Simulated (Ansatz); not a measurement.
Wavefunction ladder for CH₅O₂STa (`[CH3][Ta]([OH])([OH])=[S]`)

Cartesian coordinates in Å:
```
C -1.413 -0.438 0.433
Ta 0.593 0.045 -0.165
O 0.463 0.864 -1.863
O 1.277 1.215 1.151
S 1.651 -1.843 -0.231
H -1.881 -1.120 -0.283
H -1.423 -0.923 1.413
H -2.013 0.478 0.489
H 0.761 0.597 -2.734
H 1.983 1.124 1.792
```

Charge 0, multiplicity 1. Correlated methods include outer-core shells of Ta, which these sets cover unevenly. Ta: def2 effective core potential. Geometry: relaxed with PBE0-D4/def2-TZVP. It is one conformer, not always the lowest. Frozen core, restricted reference, Ansatz.

```csv
basis,HF (Eh),MP2 corr.,CCSD corr.,(T),CCSD(T) total
def2-SVP,-644.31212,-0.94988,-0.96104,-0.03785,-645.31101
def2-TZVPP,-644.71230,-1.24741,-1.24986,-0.06181,-646.02397
def2-QZVPP,-644.73309,-1.36357,–,–,–
```
